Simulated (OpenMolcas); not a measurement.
# Cl6+: effect of the basis set

| Item | Value |
| --- | --- |
| Program | OpenMolcas 26.06 |
| Method | CASSCF |
| Active space | 1 electron in 4 orbitals (3s 3p) |
| State averaging | 2S+1 = 2 even, 1 root; 2S+1 = 2 odd, 3 roots |
| Spin-orbit coupling | RASSI with atomic mean-field integrals over the reference wave functions, term energies averaged over their components |

A. ANO-R1 [4s3p1d], X2C, finite nucleus; cost of the order of 6 core-seconds
B. ANO-RCC-VTZP [5s4p2d1f], DKH2, point nucleus; cost about 5 core-seconds
C. ANO-L-VTZP [5s4p2d1f], non-relativistic, point nucleus; cost about 7 core-seconds
D. ANO-R2 [5s4p3d1f], X2C, finite nucleus; cost about 6 core-seconds
E. ANO-RCC-VQZP [6s5p3d2f1g], DKH2, point nucleus; cost roughly 14 core-seconds
F. ANO-R3 [6s5p4d3f1g], X2C, finite nucleus; cost roughly 5 core-seconds

Energies in cm⁻¹ above 3s ²S_1/2, the measured ground level; measured values from Moore, Atomic Energy Levels, vol. I, NSRDS-NBS 35 (1971 reprint of NBS Circular 467, 1949).

| Level | A | B | C | D | E | F | Measured |
| --- | --- | --- | --- | --- | --- | --- | --- |
| 3s ²S_1/2 | 0.0 | 0.0 | 0.0 | 0.0 | 0.0 | 0.0 | 0.0 |
| 3p ²P°_1/2 | 106999 | 122979 | 120929 | 126027 | 123048 | 123176 | 123001 |
| 3p ²P°_3/2 | 108634 | 124642 | 122583 | 127762 | 124745 | 124881 | 124891 |

Deviations, from unrounded energies. A percentage is the sum of absolute deviations over the sum of measured energies, with the sign that they share, or ± where signs differ.

| Against measurement | Levels | A | B | C | D | E | F |
| --- | --- | --- | --- | --- | --- | --- | --- |
| mean absolute deviation (cm-1) | 2 | 16000 | 140 | 2200 | 2900 | 96 | 92 |
| other configurations (%) | 2 | -13.0 | -0.1 | -1.8 | +2.4 | ±0.1 | ±0.1 |

E, F lie about equally close to measurement and A furthest from it. The largest miss of F in the table is 3p ²P°_1/2, by +180 cm-1. The ranking rests on the paired levels alone, and a cruder setting can come out closer through cancelling errors.

Among A to F the level of the table that moves most is 3p ²P°_3/2, by 19000 cm-1 (lowest in A, highest in D).

With one active electron the reference holds no correlation, so core polarisation is missing. The basis is small and was not contracted for so high a charge (holds for A). Computed and measured levels are paired by configuration, term and J; levels that our copy of the source lacks, or whose pairing is in doubt (as where it misses far off the trend of its configuration), stay unpaired and out of the deviations. Levels of configurations outside the active space are missing.

° marks odd parity.
